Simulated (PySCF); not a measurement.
**Ag¹³⁺: ionisation energy**

Ag¹³⁺ [Ar] 3d10 4s2 4p4 [4p1/2^2 4p3/2^2, M_J = 2] → Ag¹⁴⁺ [Ar] 3d10 4s2 4p3 [4p1/2^2 4p3/2^1, M_J = 3/2], as a difference of total energies. Calculation: PySCF 2.14, in an uncontracted even-tempered set (18 s from 0.58 bohr⁻², ratio 2.8; 14 p from 0.75 bohr⁻², ratio 2.8; 9 d from 1.3 bohr⁻², ratio 2.8; 4 f from 5.2 bohr⁻², ratio 3); the two-component X2C-1e Hamiltonian. Correlated levels: [Ne] frozen; the 76 highest virtual spinors dropped. "Screened" scales the spin-orbit matrix elements by Boettger's factors to mimic the two-electron term; Breit and QED terms are absent.

```tsv
method	ionisation energy (eV)
GHF (screened spin-orbit)	320.56
GMP2 (screened spin-orbit)	321.57
```

Problem. How much does correlation contribute at GMP2 (screened spin-orbit)?

Solution. 321.57 − (320.56) = 1.01 eV, measured against GHF (screened spin-orbit).

Breit and QED terms and the two-electron picture change are absent.

The labels give the starting determinants; with spin-orbit coupling the two ends relaxed to ⟨J²⟩ = 6.01, ⟨L²⟩ = 2.70, ⟨S²⟩ = 1.67 and ⟨J²⟩ = 3.77, ⟨L²⟩ = 0.72, ⟨S²⟩ = 2.91.

For comparison: 321 ± 3 eV (theoretical estimate listed by NIST; NIST Atomic Spectra Database, ionization energies).
